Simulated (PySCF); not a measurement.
PySCF input (M06-2X/6-31G* (5d)):

```python
from pyscf import gto, dft

mol = gto.M(
    atom='''
    C    -1.50466200   -0.66747700   -0.30717400
    C    -0.64680600    0.56799300    0.01055100
    Si    1.19108100    0.17064700    0.18349100
    H    -1.19750000   -1.13389200   -1.24504500
    H    -1.42176000   -1.42127600    0.47794200
    H    -2.56023700   -0.39918800   -0.39981600
    H    -0.76487400    1.32127000   -0.77307100
    H    -0.98759900    1.03585300    0.93812700
    H     1.73709900   -0.39975800   -1.07893500
    H     1.42854800   -0.79515900    1.29166200
    ''',
    basis='6-31g*',
    charge=0,
    spin=1,
    verbose=4,
)

mf = dft.UKS(mol, xc='m062x')
mf.grids.level = 4
mf.conv_tol = 1e-9
mf.max_cycle = 100
mf.max_memory = 1500
mf.kernel()
if not mf.converged:
    mf = mf.newton()
    mf.kernel(mf.make_rdm1())
mo, _, stable, _ = mf.stability(return_status=True)
if not stable:
    mf.kernel(mf.make_rdm1(mo, mf.mo_occ))
    stable = mf.stability(return_status=True)[2]
mf.dip_moment()
```

Output:

```
PySCF version 2.14.0

[INPUT] verbose = 4
[INPUT] num. atoms = 10
[INPUT] num. electrons = 33
[INPUT] charge = 0
[INPUT] spin (= nelec alpha-beta = 2S) = 1
[INPUT] symmetry False subgroup None
[INPUT] Mole.unit = angstrom
[INPUT] Symbol           X                Y                Z      unit          X                Y                Z       unit  Magmom
[INPUT]  1 C     -1.504662000000  -0.667477000000  -0.307174000000 AA   -2.843399090040  -1.261348724446  -0.580474732587 Bohr   0.0
[INPUT]  2 C     -0.646806000000   0.567993000000   0.010551000000 AA   -1.222286195725   1.073351210670   0.019938500340 Bohr   0.0
[INPUT]  3 Si     1.191081000000   0.170647000000   0.183491000000 AA    2.250816882173   0.322476093979   0.346747736323 Bohr   0.0
[INPUT]  4 H     -1.197500000000  -1.133892000000  -1.245045000000 AA   -2.262947034167  -2.142745334835  -2.352794062759 Bohr   0.0
[INPUT]  5 H     -1.421760000000  -1.421276000000   0.477942000000 AA   -2.686737014862  -2.685822387417   0.903179483427 Bohr   0.0
[INPUT]  6 H     -2.560237000000  -0.399188000000  -0.399816000000 AA   -4.838146743978  -0.754355992213  -0.755542740219 Bohr   0.0
[INPUT]  7 H     -0.764874000000   1.321270000000  -0.773071000000 AA   -1.445402379801   2.496838436604  -1.460892464844 Bohr   0.0
[INPUT]  8 H     -0.987599000000   1.035853000000   0.938127000000 AA   -1.866291630894   1.957478475309   1.772803100060 Bohr   0.0
[INPUT]  9 H      1.737099000000  -0.399758000000  -1.078935000000 AA    3.282641361256  -0.755433136104  -2.038891656208 Bohr   0.0
[INPUT] 10 H      1.428548000000  -0.795159000000   1.291662000000 AA    2.699564475795  -1.502632735483   2.440887425508 Bohr   0.0

nuclear repulsion = 104.267066154002
number of shells = 34
number of NR pGTOs = 133
number of NR cGTOs = 60
basis = 6-31g*
ecp = {}

******** <class 'pyscf.dft.uks.UKS'> ********
method = UKS
initial guess = minao
damping factor = 0
level_shift factor = 0
DIIS = <class 'pyscf.scf.diis.CDIIS'>
diis_start_cycle = 1
diis_space = 8
diis_damp = 0
SCF conv_tol = 1e-09
SCF conv_tol_grad = None
SCF max_cycles = 100
direct_scf = True
direct_scf_tol = 1e-13
number electrons alpha = 17  beta = 16
XC library pyscf.dft.libxc version 7.1.2
    S. Lehtola, C. Steigemann, M. J. T. Oliveira, and M. A. L. Marques,  SoftwareX 7, 1–5 (2018)
XC functionals = m062x
    Y. Zhao and D. G. Truhlar,  Theor. Chem. Acc. 120, 215 (2008)
    Y. Zhao and D. G. Truhlar,  Theor. Chem. Acc. 120, 215 (2008)
radial grids:
    Treutler-Ahlrichs [JCP 102, 346 (1995); DOI:10.1063/1.469408] (M4) radial grids

becke partition: Becke, JCP 88, 2547 (1988); DOI:10.1063/1.454033
pruning grids: <function nwchem_prune>
grids dens level: 4
symmetrized grids: False
atomic radii adjust function: <function treutler_atomic_radii_adjust>
small_rho_cutoff = 0
Set gradient conv threshold to 3.16228e-05
tot grids = 196096
init E= -369.794220370517
  alpha nocc = 17  HOMO = -0.15810586133096  LUMO = 0.0289915612695584
  beta  nocc = 16  HOMO = -0.338738025410106  LUMO = -0.158105861330961

WARN: HOMO -0.15810586133096 >= LUMO -0.158105861330961

cycle= 1 E= -369.746984117022  delta_E= 0.0472  |g|= 0.164  |ddm|= 1.77
  alpha nocc = 17  HOMO = -0.241361724405865  LUMO = 0.0737178916228349
  beta  nocc = 16  HOMO = -0.33243351913213  LUMO = -0.0696561734245775
  HOMO = -0.241361724406  LUMO = -0.0696561734246  gap/eV = 4.67235
cycle= 2 E= -369.756397723721  delta_E= -0.00941  |g|= 0.129  |ddm|= 0.295
  alpha nocc = 17  HOMO = -0.24233410225102  LUMO = 0.072013833034716
  beta  nocc = 16  HOMO = -0.357401631334559  LUMO = -0.0643903023139991
  HOMO = -0.242334102251  LUMO = -0.064390302314  gap/eV = 4.84210
cycle= 3 E= -369.765585077652  delta_E= -0.00919  |g|= 0.023  |ddm|= 0.124
  alpha nocc = 17  HOMO = -0.242815312773223  LUMO = 0.0748986707152168
  beta  nocc = 16  HOMO = -0.351876069845578  LUMO = -0.0641738455232601
  HOMO = -0.242815312773  LUMO = -0.0641738455233  gap/eV = 4.86108
cycle= 4 E= -369.766026692464  delta_E= -0.000442  |g|= 0.00502  |ddm|= 0.0402
  alpha nocc = 17  HOMO = -0.244784484230909  LUMO = 0.0740654401773608
  beta  nocc = 16  HOMO = -0.353296161534525  LUMO = -0.0672149620598574
  HOMO = -0.244784484231  LUMO = -0.0672149620599  gap/eV = 4.83191
cycle= 5 E= -369.766051191099  delta_E= -2.45e-05  |g|= 0.00254  |ddm|= 0.0105
  alpha nocc = 17  HOMO = -0.244976755557141  LUMO = 0.0741071369128843
  beta  nocc = 16  HOMO = -0.353193132122052  LUMO = -0.0680827111482811
  HOMO = -0.244976755557  LUMO = -0.0680827111483  gap/eV = 4.81353
cycle= 6 E= -369.766057144574  delta_E= -5.95e-06  |g|= 0.000706  |ddm|= 0.00428
  alpha nocc = 17  HOMO = -0.244831791973825  LUMO = 0.0741718430040095
  beta  nocc = 16  HOMO = -0.353154766309548  LUMO = -0.0680996837772474
  HOMO = -0.244831791974  LUMO = -0.0680996837772  gap/eV = 4.80913
cycle= 7 E= -369.766057847418  delta_E= -7.03e-07  |g|= 0.000185  |ddm|= 0.00171
  alpha nocc = 17  HOMO = -0.244902940282416  LUMO = 0.074129330190559
  beta  nocc = 16  HOMO = -0.353193359479601  LUMO = -0.0681468956418323
  HOMO = -0.244902940282  LUMO = -0.0681468956418  gap/eV = 4.80978
cycle= 8 E= -369.766057915383  delta_E= -6.8e-08  |g|= 5.52e-05  |ddm|= 0.000593
  alpha nocc = 17  HOMO = -0.244889745400243  LUMO = 0.0741328845577165
  beta  nocc = 16  HOMO = -0.353185070359795  LUMO = -0.068138261945931
  HOMO = -0.2448897454  LUMO = -0.0681382619459  gap/eV = 4.80965
cycle= 9 E= -369.766057919772  delta_E= -4.39e-09  |g|= 1.54e-05  |ddm|= 0.000135
  alpha nocc = 17  HOMO = -0.244890129322286  LUMO = 0.0741308469058408
  beta  nocc = 16  HOMO = -0.353188365458282  LUMO = -0.0681409443605174
  HOMO = -0.244890129322  LUMO = -0.0681409443605  gap/eV = 4.80959
cycle= 10 E= -369.766057920249  delta_E= -4.77e-10  |g|= 3.7e-06  |ddm|= 6.08e-05
  alpha nocc = 17  HOMO = -0.244890136665581  LUMO = 0.0741306977622962
  beta  nocc = 16  HOMO = -0.353188756043209  LUMO = -0.0681409224480456
  HOMO = -0.244890136666  LUMO = -0.068140922448  gap/eV = 4.80959
Extra cycle  E= -369.766057920272  delta_E= -2.33e-11  |g|= 1.63e-06  |ddm|= 1.09e-05
converged SCF energy = -369.766057920272  <S^2> = 0.75260108  2S+1 = 2.0025994
uhf_internal: lowest eigs of H = [0.33544704 0.38103295 0.40113655]
<class 'pyscf.dft.uks.UKS'> wavefunction is stable in the internal stability analysis
Dipole moment(X, Y, Z, Debye): -0.80337,  0.27805, -0.05817
```

The geometry given is a B3LYP-D3(BJ)/def2-TZVP minimum.
